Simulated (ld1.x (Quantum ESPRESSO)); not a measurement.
# Tb: TM pseudisation with revPBE, fully relativistic reference atom.

ld1.x (Quantum ESPRESSO) 7.5 was run on this input:

```
&input
   title='Tb', zed=65., rel=2, dft='REVPBE', iswitch=3,
   config='[Xe] 4f8 5d1 6s2 6p0', rel_dist='average',
   nld=5, rlderiv=3.65, eminld=-6.0, emaxld=5.0, deld=0.02
 /
 &inputp
   pseudotype=2, tm=.true., lloc=-2, rcloc=3.00,
   nlcc=.false.,
   file_pseudopw='Tb.UPF', file_wfcaegen='ae.wfc', file_wfcncgen='nc.wfc', file_beta='beta', file_chi='chi'
 /
3
5S  1  0   2.00   0.00  1.75  1.75  0.0
5P  2  1   6.00   0.00  2.60  2.60  0.0
5D  3  2   1.00   0.00  3.35  3.35  0.0
 &test
   configts(1)='5s2 5p6 5d1 6s2 6p0'
 /
```

Command:

```bash
ld1.x < Tb.in > Tb.out
```

Output (shortened: banner, matrices, multipoles, cross overlaps and the repeated all-electron block are left out):

```
Program LD1 v.7.5
 classical turning point too close to mesh           4           3           3
 classical turning point too close to mesh           4           3          -4
 classical turning point too close to mesh           5           2           2
 classical turning point too close to mesh           5           2          -3
     --------------------------- All-electron run ----------------------------

     Tb
     dirac relativistic calculation

     atomic number is 65.00
     dft =REVPBE   lsd =0 sic =0 latt =0  beta=0.20 tr2=1.0E-14
     Exchange-correlation= REVPBE
                           (   1   4   4   4   0   0   0)
     mesh =1263 r(mesh) =  99.54529 a.u. xmin = -7.00 dx = 0.01250
     1 Ry =  13.60569312 eV, c = 137.03599908

     n l j   nl                  e(Ry)          e(Ha)          e(eV)
     Spin orbit split results
     1 0 0.5 1S 1( 2.00)     -3808.2410     -1904.1205    -51813.7591
     2 0 0.5 2S 1( 2.00)      -631.3789      -315.6895     -8590.3481
     2 1 0.5 2P 1( 2.00)      -599.9241      -299.9621     -8162.3834
     2 1 1.5 2P 1( 4.00)      -545.0557      -272.5279     -7415.8611
     3 0 0.5 3S 1( 2.00)      -140.4898       -70.2449     -1911.4617
     3 1 0.5 3P 1( 2.00)      -126.8333       -63.4167     -1725.6552
     3 1 1.5 3P 1( 4.00)      -115.5069       -57.7534     -1571.5512
     4 0 0.5 4S 1( 2.00)       -28.2550       -14.1275      -384.4290
     4 1 0.5 4P 1( 2.00)       -22.9030       -11.4515      -311.6107
     4 1 1.5 4P 1( 4.00)       -20.3734       -10.1867      -277.1947
     3 2 1.5 3D 1( 4.00)       -92.0206       -46.0103     -1252.0045
     3 2 2.5 3D 1( 6.00)       -89.5504       -44.7752     -1218.3948
     5 0 0.5 5S 1( 2.00)        -3.7617        -1.8809       -51.1806
     5 1 0.5 5P 1( 2.00)        -2.2907        -1.1454       -31.1666
     5 1 1.5 5P 1( 4.00)        -1.9486        -0.9743       -26.5121
     4 2 1.5 4D 1( 4.00)       -11.5650        -5.7825      -157.3494
     4 2 2.5 4D 1( 6.00)       -11.1063        -5.5532      -151.1090
     4 3 2.5 4F 1( 3.43)        -0.6913        -0.3456        -9.4050
     4 3 3.5 4F 1( 4.57)        -0.6292        -0.3146        -8.5605
     5 2 1.5 5D 1( 0.40)        -0.1872        -0.0936        -2.5473
     5 2 2.5 5D 1( 0.60)        -0.1669        -0.0835        -2.2709
     6 0 0.5 6S 1( 2.00)        -0.3050        -0.1525        -4.1493
     6 1 0.5 6P 1( 0.00)        -0.1099        -0.0549        -1.4947
     6 1 1.5 6P 1( 0.00)        -0.0921        -0.0460        -1.2531
     Averaged results
     1 0     1S 1( 2.00)     -3808.2410     -1904.1205    -51813.7591
     2 0     2S 1( 2.00)      -631.3789      -315.6895     -8590.3481
     2 1     2P 1( 6.00)      -563.3452      -281.6726     -7664.7019
     3 0     3S 1( 2.00)      -140.4898       -70.2449     -1911.4617
     3 1     3P 1( 6.00)      -119.2824       -59.6412     -1622.9192
     4 0     4S 1( 2.00)       -28.2550       -14.1275      -384.4290
     4 1     4P 1( 6.00)       -21.2166       -10.6083      -288.6667
     3 2     3D 1(10.00)       -90.5385       -45.2692     -1231.8387
     5 0     5S 1( 2.00)        -3.7617        -1.8809       -51.1806
     5 1     5P 1( 6.00)        -2.0626        -1.0313       -28.0636
     4 2     4D 1(10.00)       -11.2898        -5.6449      -153.6052
     4 3     4F 1( 8.00)        -0.6558        -0.3279        -8.9224
     5 2     5D 1( 1.00)        -0.1750        -0.0875        -2.3814
     6 0     6S 1( 2.00)        -0.3050        -0.1525        -4.1493
     6 1     6P 1( 0.00)        -0.0980        -0.0490        -1.3336

     final scf error:  9.6E-15 reached in  31 iterations

     Etot =  -23438.053446 Ry,  -11719.026723 Ha, -318890.962592 eV

     Ekin =   25638.152470 Ry,   12819.076235 Ha,  348824.834749 eV
     Encl =  -57673.157732 Ry,  -28836.578866 Ha, -784683.285540 eV
     Eh   =    9111.306298 Ry,    4555.653149 Ha,  123965.637436 eV
     Exc  =    -514.354482 Ry,    -257.177241 Ha,   -6998.149237 eV

     normalization and overlap integrals

     s(1S/1S) =  1.000000  <r> =   0.0215  <r2> =    0.0006  r(max) =   0.0136
     s(2S/2S) =  1.000000  <r> =   0.0909  <r2> =    0.0098  r(max) =   0.0772
     s(2P/2P) =  1.000000  <r> =   0.0759  <r2> =    0.0071  r(max) =   0.0586
     s(2P/2P) =  1.000000  <r> =   0.0828  <r2> =    0.0084  r(max) =   0.0648
     s(3S/3S) =  1.000000  <r> =   0.2389  <r2> =    0.0654  r(max) =   0.2205
     s(3P/3P) =  1.000000  <r> =   0.2286  <r2> =    0.0608  r(max) =   0.2071
     s(3P/3P) =  1.000000  <r> =   0.2418  <r2> =    0.0678  r(max) =   0.2205
     s(4S/4S) =  1.000000  <r> =   0.5408  <r2> =    0.3302  r(max) =   0.5031
     s(4P/4P) =  1.000000  <r> =   0.5519  <r2> =    0.3468  r(max) =   0.5095
     s(4P/4P) =  1.000000  <r> =   0.5818  <r2> =    0.3851  r(max) =   0.5356
     s(3D/3D) =  1.000000  <r> =   0.2141  <r2> =    0.0539  r(max) =   0.1739
     s(3D/3D) =  1.000000  <r> =   0.2182  <r2> =    0.0559  r(max) =   0.1783
     s(5S/5S) =  1.000000  <r> =   1.3077  <r2> =    1.9241  r(max) =   1.1772
     s(5P/5P) =  1.000000  <r> =   1.4666  <r2> =    2.4437  r(max) =   1.2689
     s(5P/5P) =  1.000000  <r> =   1.5645  <r2> =    2.7847  r(max) =   1.3507
     s(4D/4D) =  1.000000  <r> =   0.6153  <r2> =    0.4394  r(max) =   0.5423
     s(4D/4D) =  1.000000  <r> =   0.6259  <r2> =    0.4545  r(max) =   0.5491
     s(4F/4F) =  1.000000  <r> =   0.8339  <r2> =    0.9162  r(max) =   0.5491
     s(4F/4F) =  1.000000  <r> =   0.8472  <r2> =    0.9498  r(max) =   0.5491
     s(5D/5D) =  1.000000  <r> =   2.7886  <r2> =    9.7030  r(max) =   1.8929
     s(5D/5D) =  1.000000  <r> =   2.9061  <r2> =   10.5803  r(max) =   1.9652
     s(6S/6S) =  1.000000  <r> =   3.9525  <r2> =   17.7809  r(max) =   3.3639
     s(6P/6P) =  1.000000  <r> =   5.3982  <r2> =   33.8481  r(max) =   4.3194
     s(6P/6P) =  1.000000  <r> =   5.8079  <r2> =   39.1965  r(max) =   4.5980

     ------------------------ End of All-electron run ------------------------

     --------------------- Generating NC pseudopotential ---------------------

      Generating local potential from pseudized AE potential:
      Matching radius rcloc =   3.0000
      Enforcing V''(0)=0 (lloc=-2)

      Local pseudo, rcloc= 3.006 Estimated cut-off energy=     3.77 Ry

     Fully relativistic calculation: |psi|^2

     Wfc 5S LC norm =  0.99971970 SC norm =  0.00028029 missing  0.00000000

     Wfc 5P LC norm =  0.99977758 SC norm =  0.00022242 missing  0.00000001

     Wfc 5P LC norm =  0.99980333 SC norm =  0.00019663 missing  0.00000004

     Wfc 5D LC norm =  0.99993266 SC norm =  0.00006732 missing  0.00000001

     Wfc 5D LC norm =  0.99993768 SC norm =  0.00006029 missing  0.00000204

      Wfc   5S  rcut= 1.734  Using Troullier-Martins method

      Wfc   5P  rcut= 2.587  Using Troullier-Martins method

      Wfc   5P  rcut= 2.587  Using Troullier-Martins method

      Wfc   5D  rcut= 3.322  Using Troullier-Martins method

      Wfc   5D  rcut= 3.322  Using Troullier-Martins method

     ------------------- End of pseudopotential generation -------------------

 classical turning point too close to mesh           4           3           3
 classical turning point too close to mesh           4           3          -4
 classical turning point too close to mesh           5           2           2
 classical turning point too close to mesh           5           2          -3
     Computing logarithmic derivative in   3.64874

       Warning: n=1, l=0 expected 0 nodes, found 1
       Setting wfc to zero for this iteration
       (This warning will only be printed once per wavefunction)

       Warning: n=2, l=1 expected 0 nodes, found 1
       Setting wfc to zero for this iteration
       (This warning will only be printed once per wavefunction)

     Computing logarithmic derivative in   3.64874
     Computing the partial wave expansion
     R is outside the sphere for l=    0 j= 0.50
     R is outside the sphere for l=    1 j= 0.50
     R is outside the sphere for l=    1 j= 1.50
     R is outside the sphere for l=    2 j= 1.50
     R is outside the sphere for l=    2 j= 2.50

     ---------------------- Testing the pseudopotential ----------------------

     Tb
     dirac relativistic calculation

     atomic number is 65.00   valence charge is 11.00
     dft =REVPBE   lsd =0 sic =0 latt =0  beta=0.20 tr2=1.0E-14
     mesh =1263 r(mesh) =  99.54529 xmin = -7.00 dx = 0.01250

     n l  j  nl             e AE (Ry)       e PS (Ry)    De AE-PS (Ry)
     1 0 0.5 5S   1( 2.00)       -3.76171       -3.76171        0.00001
     2 1 0.5 5P   1( 2.00)       -2.29070       -2.29070       -0.00000
     2 1 1.5 5P   1( 4.00)       -1.94860       -1.94860        0.00000
     3 2 1.5 5D   1( 0.40)       -0.18722       -0.18722       -0.00000
     3 2 2.5 5D   1( 0.60)       -0.16691       -0.16691        0.00000
     2 0 0.5 6S   1( 2.00)       -0.30497       -0.26162       -0.04335  !
     3 1 0.5 6P   1( 0.00)       -0.10986       -0.09757       -0.01229  !
     3 1 1.5 6P   1( 0.00)       -0.09210       -0.08465       -0.00745  !

     eps = 8.0E-15  iter = 14

     Etot =  -23438.053446 Ry,  -11719.026723 Ha, -318890.962592 eV
     Etotps =   -74.417538 Ry,     -37.208769 Ha,   -1012.502192 eV

     Ekin =      20.126386 Ry,      10.063193 Ha,     273.833434 eV
     Encl =    -118.268534 Ry,     -59.134267 Ha,   -1609.125375 eV
     Ehrt =      56.547549 Ry,      28.273774 Ha,     769.368597 eV
     Ecxc =      -9.314885 Ry,      -4.657442 Ha,    -126.735467 eV
     Epseu=     -23.508055 Ry,     -11.754027 Ha,    -319.843382 eV

     ---------------------- End of pseudopotential test ----------------------
```

Generation and configuration tests took about 3.1 s on one core of a shared server CPU.
